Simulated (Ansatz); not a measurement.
`C[Si](Cl)(Cl)C#N`. Total charge 0; spin multiplicity 1. The structure was optimised at the PBE0-D4/def2-TZVP level.

```xyz
9

C    -0.843   -0.965   -0.042
Si    0.538    0.212   -0.337
Cl    2.349   -0.691   -0.158
Cl    0.391    1.105   -2.156
C     0.498    1.564    0.918
N     0.438    2.390    1.719
H    -0.753   -1.405    0.954
H    -0.819   -1.765   -0.785
H    -1.800   -0.444   -0.114
```

Q: What is the dipole moment at ωB97M-V/def2-TZVPP? (Estimate.)

A: The calculation gave: 3.54 D, with components (-1.31, -2.98, -1.39) D in this frame, pointing from negative to positive charge.

Q: And with PBE, r2SCAN, B3LYP? (Estimate.)

A: The calculation gave: PBE 3.51 D, r2SCAN 3.56 D, B3LYP 3.55 D.

Q: Give the Mulliken charges with ωB97M-V, r2SCAN, B3LYP in def2-TZVPP. (Estimate.)

A: Ansatz gave: 
```json
{"atom": "C1", "ωB97M-V": "-0.42", "r2SCAN": "-0.30", "B3LYP": "-0.37"}
{"atom": "Si2", "ωB97M-V": "0.56", "r2SCAN": "0.69", "B3LYP": "0.63"}
{"atom": "Cl3", "ωB97M-V": "-0.15", "r2SCAN": "-0.20", "B3LYP": "-0.19"}
{"atom": "Cl4", "ωB97M-V": "-0.15", "r2SCAN": "-0.20", "B3LYP": "-0.19"}
{"atom": "C5", "ωB97M-V": "-0.24", "r2SCAN": "-0.23", "B3LYP": "-0.26"}
{"atom": "N6", "ωB97M-V": "-0.01", "r2SCAN": "-0.05", "B3LYP": "0.01"}
{"atom": "H7", "ωB97M-V": "0.14", "r2SCAN": "0.10", "B3LYP": "0.12"}
{"atom": "H8", "ωB97M-V": "0.14", "r2SCAN": "0.09", "B3LYP": "0.12"}
{"atom": "H9", "ωB97M-V": "0.14", "r2SCAN": "0.10", "B3LYP": "0.12"}
```

B3LYP here is the variant with VWN-RPA as its local correlation; programs differ in this.
